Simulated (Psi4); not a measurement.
C4H12Si, charge +1, doublet, geometry from GFN2-xTB (a state made from the parent by changing its charge; the spin is typed, not shown lowest), atoms displaced at random by about 0.03 Å a coordinate; Psi4 with PBE0/STO-3G, gradient.

Input for Psi4:
```
memory 2 GB

molecule {
1 2
  C    -0.68017935   -1.05378176   -1.44317903
  Si   -0.02373302    0.00611370    0.01835205
  C     0.17342490    1.69610064   -0.83595811
  C    -1.25730152   -0.38457504    1.48758027
  C     1.76364936   -0.16169257    0.91415251
  H    -1.64017789   -0.76778600   -1.85386969
  H    -0.74021286   -2.13225720   -1.13957790
  H     0.03509974   -1.00067239   -2.29112160
  H     0.51835278    2.47888894   -0.12382635
  H    -0.72104477    2.03682106   -1.37616586
  H     0.97719453    1.70527150   -1.62225361
  H    -2.17795358   -0.28655181    1.09014121
  H    -1.20428827   -1.49263533    1.69288836
  H    -1.05906313    0.15381042    2.27263234
  H     1.67700658   -1.14483359    1.36424116
  H     2.45774186   -0.07562540    0.15153273
  H     1.78205097    0.49878359    1.72899576
symmetry c1
no_reorient
no_com
}

set basis sto-3g
set reference uks

gradient('pbe0')
print_variables()
```

Question: Predict the main parts of the log of this Psi4 run.

Answer: 
```
gradient() will perform analytic gradient computation.

   => Loading Basis Set <=

    Name: STO-3G
    Role: ORBITAL
    Keyword: BASIS

         ---------------------------------------------------------
                                   SCF
               by Justin Turney, Rob Parrish, Andy Simmonett
                          and Daniel G. A. Smith
                              UKS Reference
         ---------------------------------------------------------

  ==> Geometry <==

    Molecular point group: c1
    Full point group: C1

    Geometry (in Angstrom), charge = 1, multiplicity = 2:

       Center              X                  Y                   Z               Mass
    ------------   -----------------  -----------------  -----------------  -----------------
         C           -0.680179350000    -1.053781760000    -1.443179030000    12.000000000000
         SI          -0.023733020000     0.006113700000     0.018352050000    27.976926534650
         C            0.173424900000     1.696100640000    -0.835958110000    12.000000000000
         C           -1.257301520000    -0.384575040000     1.487580270000    12.000000000000
         C            1.763649360000    -0.161692570000     0.914152510000    12.000000000000
         H           -1.640177890000    -0.767786000000    -1.853869690000     1.007825032230
         H           -0.740212860000    -2.132257200000    -1.139577900000     1.007825032230
         H            0.035099740000    -1.000672390000    -2.291121600000     1.007825032230
         H            0.518352780000     2.478888940000    -0.123826350000     1.007825032230
         H           -0.721044770000     2.036821060000    -1.376165860000     1.007825032230
         H            0.977194530000     1.705271500000    -1.622253610000     1.007825032230
         H           -2.177953580000    -0.286551810000     1.090141210000     1.007825032230
         H           -1.204288270000    -1.492635330000     1.692888360000     1.007825032230
         H           -1.059063130000     0.153810420000     2.272632340000     1.007825032230
         H            1.677006580000    -1.144833590000     1.364241160000     1.007825032230
         H            2.457741860000    -0.075625400000     0.151532730000     1.007825032230
         H            1.782050970000     0.498783590000     1.728995760000     1.007825032230

  Running in c1 symmetry.

  Rotational constants: A =      0.10857  B =      0.10639  C =      0.08260 [cm^-1]
  Rotational constants: A =   3254.70493  B =   3189.34790  C =   2476.31510 [MHz]
  Nuclear repulsion =  241.470619701761507

  Charge       = 1
  Multiplicity = 2
  Electrons    = 49
  Nalpha       = 25
  Nbeta        = 24

  ==> Algorithm <==

  SCF Algorithm Type is DF.
  DIIS enabled.
  MOM disabled.
  Fractional occupation disabled.
  Guess Type is SAD.
  Energy threshold   = 1.00e-08
  Density threshold  = 1.00e-08
  Integral threshold = 1.00e-12

  ==> Primary Basis <==

  Basis Set: STO-3G
    Blend: STO-3G
    Number of shells: 29
    Number of basis functions: 41
    Number of Cartesian functions: 41
    Spherical Harmonics?: true
    Max angular momentum: 1

  ==> DFT Potential <==

   => LibXC <=

    Version 7.1.2
    S. Lehtola, C. Steigemann, M. J. T. Oliveira, and M. A. L. Marques,  SoftwareX 7, 1–5 (2018) (10.1016/j.softx.2017.11.002)

   => Composite Functional: PBE0 <=

    PBE0 Hyb-GGA Exchange-Correlation Functional

    C. Adamo and V. Barone,  J. Chem. Phys. 110, 6158 (1999) (10.1063/1.478522)
    M. Ernzerhof and G. E. Scuseria,  J. Chem. Phys. 110, 5029 (1999) (10.1063/1.478401)

    Deriv               =              1
    GGA                 =           TRUE
    Meta                =          FALSE

    Exchange Hybrid     =           TRUE
    MP2 Hybrid          =          FALSE

   => Exchange Functionals <=

    0.7500   Perdew, Burke & Ernzerhof

   => Exact (HF) Exchange <=

    0.2500               HF

   => Correlation Functionals <=

[...]
  @DF-UKS Final Energy:  -443.31861079710950
    Total Energy =                       -443.3186107971094998
[...]
         H            1.782050970000     0.498783590000     1.728995760000     1.007825032230

  Nuclear repulsion =  241.470619701761507

  ==> Basis Set <==

  Basis Set: STO-3G
    Blend: STO-3G
    Number of shells: 29
    Number of basis functions: 41
    Number of Cartesian functions: 41
    Spherical Harmonics?: true
    Max angular momentum: 1

  ==> DFJKGrad: Density-Fitted SCF Gradients <==

    Gradient:                    1
    J tasked:                  Yes
    K tasked:                  Yes
    wK tasked:                  No
    Integrals threads:           1
    Schwarz Cutoff:          1E-12
    Fitting Condition:       1E-10

   => Auxiliary Basis Set <=

  Basis Set: (STO-3G AUX)
    Blend: DEF2-UNIVERSAL-JKFIT
    Number of shells: 210
    Number of basis functions: 644
    Number of Cartesian functions: 751
    Spherical Harmonics?: true
    Max angular momentum: 4

  ==> DFT Potential <==

   => LibXC <=

    Version 7.1.2
    S. Lehtola, C. Steigemann, M. J. T. Oliveira, and M. A. L. Marques,  SoftwareX 7, 1–5 (2018) (10.1016/j.softx.2017.11.002)

   => Composite Functional: PBE0 <=

    PBE0 Hyb-GGA Exchange-Correlation Functional

    C. Adamo and V. Barone,  J. Chem. Phys. 110, 6158 (1999) (10.1063/1.478522)
    M. Ernzerhof and G. E. Scuseria,  J. Chem. Phys. 110, 5029 (1999) (10.1063/1.478401)

    Deriv               =              1
    GGA                 =           TRUE
    Meta                =          FALSE

    Exchange Hybrid     =           TRUE
    MP2 Hybrid          =          FALSE

   => Exchange Functionals <=

    0.7500   Perdew, Burke & Ernzerhof

   => Exact (HF) Exchange <=

    0.2500               HF

   => Correlation Functionals <=

    1.0000   Perdew, Burke & Ernzerhof

   => LibXC Density Thresholds  <==

    XC_HYB_GGA_XC_PBEH:  1.00E-15

   => Molecular Quadrature <=

    Radial Scheme          =       TREUTLER
    Pruning Scheme         =           NONE
    Nuclear Scheme         =       TREUTLER

    Blocking Scheme        =         OCTREE
    BS radius alpha        =              1
    Pruning alpha          =              1
    Radial Points          =             75
    Spherical Points       =            302
    Total Points           =         360259
    Total Blocks           =           2673
    Max Points             =            256
    Max Functions          =             39
    Weights Tolerance      =       1.00E-15

  -Total Gradient:
     Atom            X                  Y                   Z
    ------   -----------------  -----------------  -----------------
       1       -0.026789417375     0.027097501007    -0.003264498954
       2        0.015757747135     0.000305949091     0.003700841314
       3       -0.035608802956    -0.024459665268     0.012357814827
       4       -0.065857414690     0.123824590919     0.095637094669
       5        0.076563875956     0.032888422393    -0.010754562028
       6        0.012985564366    -0.008622490273    -0.003814774928
       7        0.001387355944    -0.017079520275    -0.000433759525
       8        0.001220198577    -0.004480322958    -0.008988905409
       9        0.009076379827     0.010138643744    -0.000782744668
      10        0.009255383591     0.008371127326    -0.006832834624
      11        0.011573665684     0.009992495860    -0.013227321953
      12        0.085099524315    -0.023902902261     0.035333532744
      13       -0.007787560295    -0.024533470287    -0.003328513296
      14       -0.027121438072    -0.077934520417    -0.113074859691
      15       -0.004367487693     0.018383162208     0.002860019200
      16       -0.045111795904    -0.010330381002     0.039291670516
      17       -0.010237392280    -0.039629253678    -0.024673497698

  Variable Map:
  ----------------------------------------------------------------------------
[...]
  Array Variable Map:
  ----------------------------------------------------------------------------
[...]
[...]
```
